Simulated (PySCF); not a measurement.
# Predicted spectroscopic data

Level of theory: NMR shieldings at PBE0/pcSseg-1/GIAO, structure optimised with GFN2-xTB, in PySCF 2.14.0 with density-fitted response routines (fast rotation and ring inversion assumed for equivalent nuclei, no solvent, one conformer, non-relativistic).

Scale: 1H, 13C vs TMS (reference shieldings calculated alike). Splittings of carbon signals by F and P are missing where no couplings were computed. Where no couplings were computed, multiplicities follow the n + 1 count of equivalent neighbours, and m marks all less simple cases (inequivalent or close neighbours, rings, F or P nearby). Shifts are as computed. Against solution values, carbons near 30 ppm lie about +3 ppm off and those near 130 ppm about +5 ppm; carbons on Cl a further +6 ppm. Of 1211 compounds with measured shifts, 218 miss one by over three times the rms of a fit or turn the order of signals round; such compounds aren't used in these exercises. Carbons bonded to Cl come out too deshielded.

Compound 1 (C₈H₁₃P). 1H NMR (500 MHz, computed): δ 6.51 (m, 2H), 6.22 (m, 2H), 3.01 (m, 2H), 1.59 (m, 1H), 1.20 (m, 6H). 13C{1H} NMR (computed): δ 136.9, 133.0, 33.6, 31.9, 21.7. Structure: SMILES CC(C)P1C=CCC=C1.

Compound 2 (C₈H₁₁Cl). 1H NMR (500 MHz, computed): δ 6.78 (m, 1H), 5.69 (br s, 1H), 5.68 (m, 1H), 5.53 (m, 1H), 5.50 (m, 1H), 5.39 (m, 1H), 5.17 (br s, 1H), 3.41 (t, 2H), 2.69 (t, 2H). 13C{1H} NMR (computed): δ 157.4 (C), 152.1 (C), 147.5 (CH), 124.7 (CH2), 124.2 (CH2), 123.5 (CH2), 50.7 (CH2), 49.3 (CH2). Structure: SMILES C=C(C(C=C)=C)CCCl.
